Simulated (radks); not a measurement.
Computed order of ionisation of bismuth. At each step one electron was removed from each of the four highest sub-shells of the ion before, moves of one valence electron (up to charge 6) and the configuration listed by NIST were tried, and the lowest configuration was kept. Level of theory: Dirac Kohn-Sham, BLYP, spin-unpolarised, spherical densities, finite nucleus; Fermi nuclear charge, rms radius of each element as measured or else 0.836 A^(1/3) + 0.57 fm (a radial shooting solver on a logarithmic mesh with Libxc functionals). Sub-shells are occupied by j as written (lower j first in brackets).

species    lowest configuration found  NIST configuration  margin to the next tried (eV)  IE (eV)  NIST IE (eV)       kind
Bi            [Hg] 6p(1/2: 2, 3/2: 1)                same                              -    6.851         7.286       exp.
Bi+           [Hg] 6p(1/2: 2, 3/2: 0)                same                          2.241   16.625        16.703       exp.
Bi2+          [Hg] 6p(1/2: 1, 3/2: 0)                same                          9.409   25.415        25.571       exp.
Bi3+                             [Hg]                same                         10.005   45.442          45.4       exp.
Bi4+               [Xe] 4f14 5d10 6s1                same                         10.695   56.677         54.86       exp.
Bi5+                   [Xe] 4f14 5d10                same                         17.579   87.765            88  semi-emp.
Bi6+     [Xe] 4f14 5d(3/2: 4, 5/2: 5)                same                          3.352   105.54           103     theory
Bi7+     [Xe] 4f14 5d(3/2: 4, 5/2: 4)                same                          3.531   124.00           122     theory
Bi8+     [Xe] 4f14 5d(3/2: 4, 5/2: 3)                same                          3.712   143.11           143     theory
Bi9+     [Xe] 4f14 5d(3/2: 4, 5/2: 2)                same                          3.897   162.82           161     theory
Bi10+    [Xe] 4f14 5d(3/2: 4, 5/2: 1)                same                          4.085   183.09           183     theory
Bi11+    [Xe] 4f14 5d(3/2: 4, 5/2: 0)                same                          4.275   208.35           208     theory
Bi12+    [Xe] 4f14 5d(3/2: 3, 5/2: 0)                same                         68.330   230.06           229     theory
Bi13+    [Xe] 4f14 5d(3/2: 2, 5/2: 0)                same                         69.356   252.25           252     theory

Reference values: NIST Atomic Spectra Database (exp. = measured, semi-emp. = semi-empirical, theory = theoretical value adopted there). Spin polarisation and multiplet splitting are left out, so open shells lie too high by an amount that depends on their filling.

Beside tabulated values, note that spin-unpolarised runs miss the spin-polarisation part of the exchange energy of open shells.
